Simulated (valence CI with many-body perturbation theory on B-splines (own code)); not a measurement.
Results of a calculation; reference values are marked as such.
**Energy levels of Kr23+**

Level of theory: configuration interaction combined with many-body perturbation theory (CI+MBPT): three valence electrons over a frozen Dirac-Fock core [Ne], radial functions for each j: 11 s, 11 p, 10 d, 8 f, 5 g, 2 h, with the one-electron correlation potential Σ1 (screened to all orders), the two-electron term Σ2, the three-electron term Σ3, Breit, model QED; selected single and double excitations, second order for the rest, scaled by the run's own slope (own B-spline code, finite nucleus).

No measured spectrum was set against this ion. As an estimate, levels of excited configurations hold to 0.05 to 0.15 % of their energy, terms of the ground configuration to about 0.5 %.

Levels 91 to 135 of 152, with energies above the lowest level, 3s2 3p 2P°_1/2. "Leading %" is the weight of the configuration and term that name the level; weights of strongly mixed levels are sums over their largest components and can fall short. In the jj column 3d3/2^4 stands for four electrons in 3d with j = 3/2.

```csv
No.,Configuration,Term,J,E (× 10³ cm⁻¹),Leading %,g,Leading jj
91,3p 3d2,4D°,1/2,2501.7,46,1.122,3p1/2 3d3/2^2 (63 %)
92,3p 3d2,2F°,7/2,2510.8,47,1.248,3p1/2 3d5/2^2 (70 %)
93,3p 3d2,4F°,3/2,2515.1,54,0.784,3p1/2 3d3/2^2 (49 %)
94,3p 3d2,4G°,11/2,2518.5,100,1.270,3p3/2 3d5/2^2 (75 %)
95,3p 3d2,2F°,5/2,2518.7,42,1.045,3p1/2 3d5/2^2 (46 %)
96,3p 3d2,2H°,9/2,2530.1,48,1.023,3p1/2 3d3/2 3d5/2 (69 %)
97,3p 3d2,4F°,5/2,2531.4,57,1.156,3p1/2 3d3/2 3d5/2 (56 %)
98,3p 3d2,2D°,3/2,2537.8,45,0.955,3p1/2 3d5/2^2 (29 %)
99,3p 3d2,2G°,7/2,2540.9,51,1.024,3p1/2 3d3/2 3d5/2 (50 %)
100,3p 3d2,4P°,3/2,2557.9,74,1.680,3p1/2 3d3/2 3d5/2 (42 %)
101,3p 3d2,2G°,7/2,2567.6,38,1.078,3p3/2 3d3/2 3d5/2 (69 %)
102,3p 3d2,4F°,9/2,2571.1,72,1.239,3p3/2 3d3/2 3d5/2 (53 %)
103,3p 3d2,4D°,5/2,2575.3,47,1.259,3p3/2 3d5/2^2 (53 %)
104,3p 3d2,4D°,7/2,2586.8,68,1.356,3p3/2 3d3/2 3d5/2 (47 %)
105,3p 3d2,4P°,1/2,2594.7,50,2.211,3p3/2 3d3/2 3d5/2 (61 %)
106,3p 3d2,2P°,3/2,2598.6,43,1.113,3p3/2 3d3/2^2 (69 %)
107,3p 3d2,4D°,5/2,2599.5,45,1.375,3p3/2 3d3/2 3d5/2 (66 %)
108,3p 3d2,4D°,1/2,2609.2,86,0.173,3p3/2 3d3/2^2 (66 %)
109,3p 3d2,4D°,7/2,2614.5,88,1.398,3p3/2 3d3/2 3d5/2 (45 %)
110,3p 3d2,4P°,5/2,2616.8,52,1.453,3p3/2 3d3/2 3d5/2 (48 %)
111,3p 3d2,2G°,9/2,2617.1,52,1.080,3p3/2 3d5/2^2 (73 %)
112,3p 3d2,4D°,3/2,2621.3,57,1.204,3p3/2 3d3/2 3d5/2 (71 %)
113,3p 3d2,2H°,11/2,2639.3,99,1.090,3p3/2 3d3/2 3d5/2 (75 %)
114,3p 3d2,2P°,1/2,2646.3,85,0.608,3p3/2 3d5/2^2 (41 %)
115,3p 3d2,4S°,3/2,2660.2,83,1.939,3p3/2 3d3/2 3d5/2 (44 %)
116,3p 3d2,2F°,5/2,2661.2,80,0.930,3p3/2 3d3/2 3d5/2 (55 %)
117,3p 3d2,2F°,7/2,2682.0,87,1.114,3p3/2 3d3/2 3d5/2 (51 %)
118,3p 3d2,2D°,3/2,2695.8,73,0.910,3p3/2 3d3/2 3d5/2 (62 %)
119,3p 3d2,2P°,1/2,2696.7,97,0.667,3p3/2 3d5/2^2 (30 %)
120,3p 3d2,2F°,7/2,2714.5,56,1.057,3p3/2 3d3/2^2 (40 %)
121,3p 3d2,2D°,5/2,2718.5,84,1.150,3p3/2 3d5/2^2 (46 %)
122,3p 3d2,2G°,9/2,2745.7,96,1.111,3p3/2 3d3/2 3d5/2 (70 %)
123,3p 3d2,2F°,5/2,2752.7,98,0.857,3p3/2 3d3/2 3d5/2 (77 %)
124,3p 3d2,2P°,3/2,2755.8,89,1.311,3p3/2 3d5/2^2 (81 %)
125,3p 3d2,2G°,7/2,2768.4,58,0.995,3p3/2 3d5/2^2 (52 %)
126,3p 3d2,2D°,3/2,2801.9,84,0.873,3p3/2 3d3/2 3d5/2 (46 %)
127,3p 3d2,2D°,5/2,2804.8,94,1.202,3p3/2 3d3/2 3d5/2 (38 %)
128,3p 3d2,2P°,1/2,2834.2,97,0.663,3p3/2 3d3/2 3d5/2 (63 %)
129,3p 3d2,2P°,3/2,2850.1,84,1.277,3p3/2 3d5/2^2 (54 %)
130,3d3,4F,3/2,3265.8,97,0.409,3d3/2^3 (48 %)
131,3d3,4F,5/2,3273.1,99,1.028,3d3/2^2 3d5/2 (82 %)
132,3d3,4F,7/2,3281.4,98,1.230,3d3/2 3d5/2^2 (68 %)
133,3d3,4F,9/2,3289.6,92,1.315,3d3/2 3d5/2^2 (50 %)
134,3d3,2H,9/2,3326.0,54,1.012,3d3/2^2 3d5/2 (76 %)
135,3d3,2G,7/2,3326.3,97,0.895,3d3/2 3d5/2^2 (53 %)
```

Names give the largest LS component (configuration and term), which can be under half, so a name can repeat, a term be missing and a line seem to break the LS rules; names also repeat where a configuration has a term twice.
